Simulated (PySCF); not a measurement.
**Dipole response of Cl (chlorine, neutral)**

[Ne] 3s2 3p5, 2P determinant. All numbers are calculated (PySCF 2.14, scalar relativity by spin-free X2C-1e, in aug-cc-pVDZ-DK). Coupled (time-dependent) response in atomic units; α is the mean over directions. A double-zeta set is small for polarisabilities.

```json
{"method": "UHF", "mean α (bohr³)": "12.84", "α xx, yy, zz": "11.77, 13.38, 13.38", "C₆ (like pair)": "81.41", "S(−4)": "36.13"}
{"method": "PBE", "mean α (bohr³)": "13.77", "α xx, yy, zz": "12.33, 14.48, 14.48", "C₆ (like pair)": "88.04", "S(−4)": "47.23"}
{"method": "PBE0", "mean α (bohr³)": "13.39", "α xx, yy, zz": "12.12, 14.03, 14.03", "C₆ (like pair)": "85.36", "S(−4)": "42.30"}
{"method": "MN15", "mean α (bohr³)": "12.95", "α xx, yy, zz": "12.04, 13.40, 13.40", "C₆ (like pair)": "79.54", "S(−4)": "40.19"}
{"method": "M06", "mean α (bohr³)": "13.82", "α xx, yy, zz": "12.53, 14.47, 14.47", "C₆ (like pair)": "86.74", "S(−4)": "50.06"}
```

S(−4) is the Cauchy moment in α(ω) = α(0) + S(−4) ω² + …

Reference α: 14.6 ± 0.1 bohr³ (recommended; Schwerdtfeger and Nagle, table of static dipole polarizabilities (2023 update)). Published C₆: 94.60 (Chu and Dalgarno (2004); Tang, Norbeck and Certain (1976)).

α(iu) at PBE0:

```csv
u (hartree),α(iu) (bohr³)
0,13.39
0.0500,13.29
0.100,12.99
0.200,11.97
0.300,10.68
0.500,8.144
0.750,5.699
1.00,4.057
1.50,2.253
2.00,1.399
3.00,0.6775
5.00,0.2602
```

A single London oscillator, α(iu) = α/(1 + u²/ω²), gives C₆ = (3/4) ω α². Matching the computed C₆ needs ω = 4 × 85.36 / (3 × 13.39²) = 0.635 hartree.

The components differ because the open shell of this determinant is not spherical; for a pure term their mean is the scalar polarisability.
